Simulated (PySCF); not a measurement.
**Removing an electron from `C[SiH2][Si@H]([SiH3])Cl`**

CH₉ClSi₃.
Z-matrix (Å and degrees, PBE0-D3(BJ)/def2-SVP geometry), rows numbered from 1:
```
C 
Si  1  1.8837
Si  2  2.3439  1  110.79
Si  3  2.3414  2  112.79  1   -59.17
Cl  3  2.0918  2  107.46  1  -177.08
H   1  1.1006  2  110.78  3   179.67
H   1  1.1007  2  110.94  3   -60.21
H   1  1.1010  2  110.69  3    59.77
H   2  1.4963  1  111.35  3   120.70
H   2  1.4965  1  110.85  3  -118.53
H   3  1.4968  2  111.44  1    64.96
H   4  1.4976  3  109.50  2    61.03
H   4  1.4940  3  110.99  2  -178.51
H   4  1.4945  3  109.07  2   -57.89
```

Level: B3LYP/def2-SVPD (PySCF). Frontier orbitals with their largest atomic shares (Löwdin; up to four atoms above 4 %):

```json
{"orbital": "HOMO−3", "ε (eV)": "-9.31", "main atoms": "Si2 25 %, Cl5 23 %, H10 21 %, H9 10 %"}
{"orbital": "HOMO−2", "ε (eV)": "-9.20", "main atoms": "Cl5 24 %, Si2 21 %, C1 21 %, H9 11 %"}
{"orbital": "HOMO−1", "ε (eV)": "-8.21", "main atoms": "Cl5 40 %, Si3 22 %, H11 13 %, Si4 10 %"}
{"orbital": "HOMO", "ε (eV)": "-7.46", "main atoms": "?"}
{"orbital": "LUMO", "ε (eV)": "-1.07", "main atoms": "Si3 29 %, Cl5 17 %, Si4 13 %, Si2 13 %"}
{"orbital": "LUMO+1", "ε (eV)": "-0.35", "main atoms": "Si4 23 %, Si3 22 %, Si2 17 %, H13 9 %"}
{"orbital": "LUMO+2", "ε (eV)": "-0.02", "main atoms": "Si4 24 %, Si3 20 %, Si2 11 %, H11 11 %"}
```

Q: What vertical ionisation energy does ΔSCF give, and how far is −ε(HOMO) from it?

A: ΔSCF: 9.35 eV (902 kJ/mol; threshold wavelength 133 nm); ⟨S²⟩ of the doublet left behind is 0.754, against 0.75 for a pure doublet. −ε(HOMO) is 7.46 eV, 1.89 eV below it. In exact Kohn–Sham theory the two would be equal; B3LYP (global hybrid, 20 % exact exchange) falls short of its own ΔSCF value by 20 %.

Q: On which atoms does the HOMO lie?

A: Si3 (chlorine-bound silicon) 25 %, Cl5 (silicon-bound chlorine) 23 %, Si2 (SiH2 silicon) 18 %, Si4 (SiH3 silicon) 16 %, so no atom holds as much as 40 %. The HOMO−1 lies 0.75 eV lower.

Q: What kinetic energy would electrons from this vertical process carry with He I light (21.218 eV)?

A: 21.22 − 9.35 = 11.87 eV.

Q: With α = 117.0 au, estimate the like-pair dispersion coefficient by London's formula C6 = (3/4)α²I.

A: I = 0.3435 Eh, so C6 ≈ 3530 au, a rough estimate.

Geometry: PBE0-D3(BJ)/def2-SVP, one conformer, isolated molecule.

These values come from a run that also computed excited states and ΔSCF ions. The run took 96 s of wall time (grids of density and orbitals included) on Arm Neoverse V1, one thread, no GPU, on a shared host, and the process peaked at 0.92 GiB of memory.
